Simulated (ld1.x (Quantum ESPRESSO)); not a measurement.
**Cu, TM: configuration errors across variants**

```
Element                 : copper
Generator               : ld1.x (Quantum ESPRESSO) 7.5
Type                    : norm-conserving Troullier–Martins (Kleinman–Bylander form)
Functional              : PBE
Relativity              : scalar-relativistic
Frozen core             : [Ne] 3s2
Valence charge          : 17
Reference configuration : 3p6 3d10 4s1 4p0
Partial waves           : 4s (bound): rc 1.75 bohr; 3p (bound): rc 0.70 bohr; 3d (bound): rc 1.20 bohr
Local potential         : the d channel
Core correction         : a·sin(br)/r model core inside 0.70 bohr
```

All-electron excitation energies from the reference (eV): (1) 3p6 3d10 4s0 4p0 8.148; (2) 3p6 3d9 4s0 4p0 29.480; (3) 3p6 3d8 4s0 4p0 68.500; (4) 3p6 3d7 4s0 4p0 128.209; (5) 3p6 3d9 4s2 4p0 1.970; (6) 3p6 3d9 4s1 4p0 11.578; (7) 3p6 3d10 4s0.5 4p0 3.162.

5 further variants failed, have other tests or another functional or relativity, and are left out.

A true bound ghost makes a file unfit for plane-wave use even where its test errors are small: the radial tests pick states by their node count and pass the ghost by.

Errors AE − PS in meV (a dash: test not solved or not reliable):

| change | (1) | (2) | (3) | (4) | (5) | (6) | (7) | bound ghosts |
| --- | --- | --- | --- | --- | --- | --- | --- | --- |
| base | -11 | -7.9 | -94 | -314 | -51 | -15 | -2.0 | s |
| core correction a·sin(br)/r model core inside 0.48 bohr | -11 | -7.9 | -94 | -314 | -51 | -15 | -2.1 | s |
| all radii but the core radius scaled by about 1.18 (s 2.06, p 0.82, d 1.42 bohr) | -9.1 | -38 | -209 | -474 | -66 | -38 | -1.8 | s |
| wave 4s (bound): rc 1.75 bohr becomes 4s (bound): rc 1.66 bohr | -9.9 | -9.6 | -101 | -328 | -46 | -13 | -1.9 | s |

Task: Give the same row for: wave 3d (bound): rc 1.20 bohr becomes 3d (bound): rc 1.36 bohr.

Result: -9.7, -27, -171, -433, -61, -31, -1.9; bound ghosts: s.
